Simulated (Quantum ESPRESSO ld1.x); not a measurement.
Q: These are the eigenvalues of the occupied orbitals of an atom or ion with whole-number occupations (hartree). Calculated with ld1.x of Quantum ESPRESSO 7.5: scalar-relativistic Kohn-Sham, BLYP, spin-unpolarised, spherical densities, point nucleus.

| orbital | eigenvalue |
|---|---|
| 1s | -108.8826 |
| 2s | -15.9853 |
| 2p | -13.8784 |

Which element is it, and in what charge state? The configuration may be excited.

A: Z = 17, chlorine, charge +8: Cl8+ in [He] 2s2 2p5. The list shows which subshells hold electrons but not how many an open one holds; the 1s level, -108.88 hartree, gives Z - s = 14.8 by -(Z - s)^2/2, which with screening and relativity narrows Z to a few neighbours, and the depths of the outer levels then fix element, charge and occupations together.
